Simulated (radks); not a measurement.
Valence configurations of I3+ (all share [Kr]). Calculated with a radial shooting solver on a logarithmic mesh with Libxc functionals: scalar-relativistic Kohn-Sham, BLYP, spin-unpolarised, spherical densities, finite nucleus; Fermi nuclear charge, rms radius 4.75 fm. Energies are relative to 4d10 5s2 5p2; eigenvalues in eV.

valence,E (eV),e(4d),e(5p),e(5s)
4d10 5s2 5p2,0.000,-82.117,-34.223,-46.392
4d8 5s2 5p4,106.28,-96.640,-38.184,-51.646
4d9 5s1 5p4,63.392,-90.625,-36.830,-49.780
4d9 5s0.5 5p4.5,69.882,-91.233,-37.120,-50.130
4d9 5s2 5p3,50.503,-89.392,-36.238,-49.066
4d8 5s0.5 5p5.5,126.61,-98.401,-39.022,-52.652
4d10 5s1.5 5p2.5,6.101,-82.768,-34.539,-46.774
4d10 5s1 5p3,12.235,-83.412,-34.850,-47.151
4d8 5s1 5p5,119.80,-97.820,-38.746,-52.321
4d10 5p4,24.600,-84.678,-35.460,-

NIST lists [Kr] 4d10 5s2 5p2 as the ground configuration; this level of theory agrees among the configurations tried. The energies are those of spherical spin-averaged densities, not of single terms.
